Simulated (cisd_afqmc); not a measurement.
Input (AFQMC/CISD/cc-pVDZ; cisd_afqmc is a phaseless AFQMC code with CISD trial states that reads the integrals written by Ansatz):

Ansatz 0.2 input:
```python
import cisd_afqmc

open("ham.yaml", "w").write("""\
crystal:
  periodic: [false, false, false]
  atoms:
    - {symbol: Ge, position_ang: [0.35564916, -0.07160608, -0.20230451]}
    - {symbol: C, position_ang: [-1.26491709, 0.39425875, 0.82888281]}
    - {symbol: H, position_ang: [0.85231892, -1.49349230, 0.16595221]}
    - {symbol: H, position_ang: [0.07458993, -0.01126359, -1.72592480]}
    - {symbol: H, position_ang: [-2.05751175, -0.31954241, 0.59546768]}
    - {symbol: H, position_ang: [-1.60347354, 1.39563127, 0.56804591]}
    - {symbol: H, position_ang: [-1.05719418, 0.35450904, 1.89690643]}
basis:
  gaussian:
    orbitals: cc-pVDZ
magnetization: {spin_polarized: true, initial_magnetization: 1}
correlation: {method: ccsd, electrons: outside_noble_gas, hamiltonian_folder: ham}
""")
rep = cisd_afqmc.ansatz("ham.yaml")
e_ccsd = rep["correlation"]["coupled_cluster"]["energy"]["hartree"]
out = cisd_afqmc.run("ham", e_ccsd, trial="CISD", walkers=100, populations=8, threads=8, dt=0.005, steps=40, early=24, settle=10, least=32,
    cut=5e-5, rank_cut=2e-4, target=0.0004, seconds=1500, seed=1, memory=17280, gpu=False)
```

Output:

```
orbitals 51, occupied [7, 6], factors 309 of 673, rank of the doubles 256 of 578
E(HF) = -2116.077723
E(CCSD) on the cut factors = -2116.349323, shift to the whole factors -0.000008
Energy of the trial state on the determinant = -2116.349337
  tau behind 7.2 of longer steps, mean of the populations' last blocks
   2.0  -2116.35663
   4.0  -2116.35737
   6.0  -2116.35665
   8.0  -2116.35587
blocks 318 (0 outliers left out), error by blocks joined: 1: 0.00016, 2: 0.00020, 4: 0.00024, 8: 0.00028, 16: 0.00031
E(AFQMC/CISD) = -2116.35665 +/- 0.00031
```
